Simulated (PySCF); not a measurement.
B3LYP has the VWN-RPA correlation part, as in Gaussian. Excitations are Tamm–Dancoff values on a coarser integration grid. The basis has no diffuse functions, so Rydberg states are missing or too high.

Cartesian coordinates (Å):
SMILES: C1[SiH2]C1
```xyz
9

C     -0.5088     0.8195    -0.0503
C     -0.6369    -0.7231     0.0665
Si     1.1021    -0.0927    -0.0156
H     -0.8152     1.3916     0.8177
H     -0.8519     1.2585    -0.9800
H     -1.0589    -1.2340    -0.7911
H     -1.0222    -1.1008     1.0065
H      1.8708    -0.2510    -1.2621
H      1.9211    -0.0680     1.2084
```
Charge 0, multiplicity 1.

Give the LUMO, dipole moment, total energy, T1 excitation (TDA) and HOMO at the level B3LYP-D3(BJ)/def2-TZVP (PySCF 2.14.0).


- LUMO = 0.07 eV
- dipole moment = 0.05 D
- total energy = -10050.34 eV
- T1 excitation (TDA) = 4.94 eV
- HOMO = -6.73 eV
